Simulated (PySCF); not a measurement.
**Dipole response of N⁺ (nitrogen, charge +1)**

[He] 2s2 2p2, high-spin 3P determinant. All numbers are calculated (PySCF 2.14, the non-relativistic Hamiltonian (point nucleus), in aug-cc-pwCVTZ (7s6p4d2f, 59 functions)). Coupled (time-dependent) response in atomic units; α is the mean over directions.

```tsv
method	mean α (bohr³)	α xx, yy, zz	C₆ (like pair)	S(−4)
UHF	3.941	4.006, 3.909, 3.909	8.279	13.43
PBE	3.924	3.932, 3.919, 3.919	8.526	10.40
PBE0	3.876	3.903, 3.863, 3.863	8.348	10.47
wB97X	3.891	3.928, 3.872, 3.872	8.416	10.32
TPSS	3.931	3.943, 3.925, 3.925	8.609	10.49
```

S(−4) is the Cauchy moment in α(ω) = α(0) + S(−4) ω² + …

α(iu) at PBE:

```json
{"u (hartree)": "0", "α(iu) (bohr³)": "3.924"}
{"u (hartree)": "0.0500", "α(iu) (bohr³)": "3.898"}
{"u (hartree)": "0.100", "α(iu) (bohr³)": "3.824"}
{"u (hartree)": "0.200", "α(iu) (bohr³)": "3.566"}
{"u (hartree)": "0.300", "α(iu) (bohr³)": "3.232"}
{"u (hartree)": "0.500", "α(iu) (bohr³)": "2.561"}
{"u (hartree)": "0.750", "α(iu) (bohr³)": "1.903"}
{"u (hartree)": "1.00", "α(iu) (bohr³)": "1.445"}
{"u (hartree)": "1.50", "α(iu) (bohr³)": "0.8980"}
{"u (hartree)": "2.00", "α(iu) (bohr³)": "0.6065"}
{"u (hartree)": "3.00", "α(iu) (bohr³)": "0.3275"}
{"u (hartree)": "5.00", "α(iu) (bohr³)": "0.1397"}
```

A single London oscillator, α(iu) = α/(1 + u²/ω²), gives C₆ = (3/4) ω α². Matching the computed C₆ needs ω = 4 × 8.526 / (3 × 3.924²) = 0.738 hartree.

For an ion, C₆ is the dispersion term alone; charge-induced terms of lower order in 1/R come first.

The components differ because the open shell of this determinant is not spherical; for a pure term their mean is the scalar polarisability.
